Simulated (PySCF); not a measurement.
H₃ISn, SMILES [SnH3][I], CAM-B3LYP/def2-SVP optimised geometry.

```
5

Sn    -1.10    -0.81     0.00
I      1.60    -0.81     0.00
H     -1.60     0.81     0.00
H     -1.60    -1.63    -1.41
H     -1.60    -1.63     1.41
```

Density from CAM-B3LYP/def2-TZVP, def2 effective core potentials past Kr in PySCF at that geometry. The core electrons that the potentials of I, Sn replace are not part of the density.

Minimum of the electron density along straight lines between bonded atoms, close to the bond critical point (lines longer than 1.1 times the sum of covalent radii, or with two minima, are not listed):

| bond | length / Å | ρ at the minimum / e bohr⁻³ | ∇²ρ there / e bohr⁻⁵ | position (fraction from the first atom) |
|---|---|---|---|---|
| Sn1–I2 | 2.703 | 0.065 | 0.04 | 0.46 |
| Sn1–H3 | 1.704 | 0.116 | 0.07 | 0.63 |
| Sn1–H4 | 1.704 | 0.116 | 0.07 | 0.63 |
| Sn1–H5 | 1.704 | 0.116 | 0.07 | 0.63 |
